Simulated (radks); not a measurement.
Values are calculated unless marked as measured or tabulated.
Numerical settings for the technetium ion Tc3+, [Kr] 4d4. Level of theory: scalar-relativistic Kohn-Sham, SCAN, spin-unpolarised, spherical densities, finite nucleus; meta-GGA in the generalised Kohn-Sham scheme; Fermi nuclear charge, rms radius 4.4112 fm (a radial shooting solver on a logarithmic mesh with Libxc functionals). The defaults (mesh step 0.008 in ln r, mesh end at 40 bohr or more with all orbitals vanishing there, Anderson mixing 0.5 over 9 steps, residual threshold near 1e-9 with the energy settled to 1e-9 hartree or 1e-11 of itself, here a cap of 82 iterations) give E = -4284.565 hartree and 4d at -34.992 eV in 14 iterations. Run on one thread of a shared host, so times are rough (Arm Neoverse N1): 0.13 s of CPU time, 0.13 s wall, 14 iterations on 2189 mesh points. Changes against that run (0 stands for a change within the tolerance of the run):

[
 {"setting": "mesh step in ln r 0.2", "iterations": "82", "converged": "no", "E (mhartree)": "diverged", "e(4d) (meV)": "-", "CPU (s)": "0.32"},
 {"setting": "mesh step in ln r 0.005", "iterations": "16", "converged": "yes", "E (mhartree)": "+1.15", "e(4d) (meV)": "+0.0191", "CPU (s)": "0.22"},
 {"setting": "mesh step in ln r 0.02", "iterations": "12", "converged": "yes", "E (mhartree)": "-0.0779", "e(4d) (meV)": "+0.145", "CPU (s)": "0.06"},
 {"setting": "mesh end (bohr) 2", "iterations": "14", "converged": "level above zero", "E (mhartree)": "+4.75e+03", "e(4d) (meV)": "+3.5e+04", "CPU (s)": "0.1"},
 {"setting": "mesh end (bohr) 400", "iterations": "14", "converged": "yes", "E (mhartree)": "-0.45", "e(4d) (meV)": "-0.00373", "CPU (s)": "0.14"},
 {"setting": "residual threshold 1e-13", "iterations": "47", "converged": "yes", "E (mhartree)": "0", "e(4d) (meV)": "+0.00495", "CPU (s)": "0.29"},
 {"setting": "residual threshold 0.1", "iterations": "10", "converged": "yes", "E (mhartree)": "+0.00277", "e(4d) (meV)": "-0.0876", "CPU (s)": "0.11"},
 {"setting": "mixing 2.5", "iterations": "20", "converged": "yes", "E (mhartree)": "0", "e(4d) (meV)": "+0.00677", "CPU (s)": "0.19"},
 {"setting": "linear mixing, mixing 1", "iterations": "24", "converged": "no", "E (mhartree)": "diverged", "e(4d) (meV)": "-", "CPU (s)": "0.26"},
 {"setting": "linear mixing, mixing 0.05", "iterations": "82", "converged": "no", "E (mhartree)": "+4", "e(4d) (meV)": "-144", "CPU (s)": "0.66"},
 {"setting": "mixing history 3", "iterations": "17", "converged": "yes", "E (mhartree)": "0", "e(4d) (meV)": "+0.00681", "CPU (s)": "0.15"},
 {"setting": "iteration cap 2", "iterations": "2", "converged": "no", "E (mhartree)": "+2.22e+03", "e(4d) (meV)": "-2.51e+04", "CPU (s)": "0.02"}
]

Settled on a wrong energy, with an occupied level pushed above zero by the early mesh end: mesh end (bohr) 2 (+4.75 hartree). Apart from these: settings that end as converged yet miss the energy by more than 1 mhartree: mesh step in ln r 0.005 (+0.00115 hartree). A mesh that ends early acts as a hard wall.
